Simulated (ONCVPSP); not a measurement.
Building the ONCV potential for Zn (PBE, non-relativistic).

ONCVPSP 4.0.1 input, shortened (lines: element, Z, core and valence counts, functional; n l f; lmax; l rc ep ncon nbas qcut; lloc lpopt rc5 dvloc0; l nproj debl; icmod fcfact rcfact), PBE, non-relativistic:

```
  Zn 30.00    3    4        4      upf
    1    0    2.00
    2    0    2.00
    2    1    6.00
    3    0    2.00
    3    1    6.00
    3    2   10.00
    4    0    1.00
    2
    0    0.95    0.00    4    7    9.60
    1    0.80    0.00    4    9   13.60
    2    0.85    0.00    4    8   15.30
    4    3    0.50    2.00
    0    2    2.20
    1    2    1.70
    2    2    2.40
    3    2.00    1.75
```

In the p channel the program set the typed energies aside and used -3.379, 0.250 Ha.

(1) Estimate the cutoffs (Ha) at which the residual kinetic energy of the hardest occupied pseudo-wave falls to 1 and 0.1 mHa per electron.

(2) What does a ghost test show?

(3) Which valence shell sets the plane-wave cutoff?

(4) Tests: 3s2 3p6 3d10 4s2; 3s2 3p6 3d10 4s0; 3s2 3p6 3d9 4s0; 3s1 3p6 3d10 4s2. Which has the largest error in its energy relative to the reference configuration, and how large is it?

Results:

(1) 108 Ha and 214 Ha.

(2) No bound ghost flagged; GHOST(+) flagged for s at 515.1 eV.

(3) 3d: 108 Ha for 1 mHa per electron, against 61 Ha for 3s.

(4) 3s1 3p6 3d10 4s2, with -27 meV (all-electron minus pseudo) on +124.21 eV.
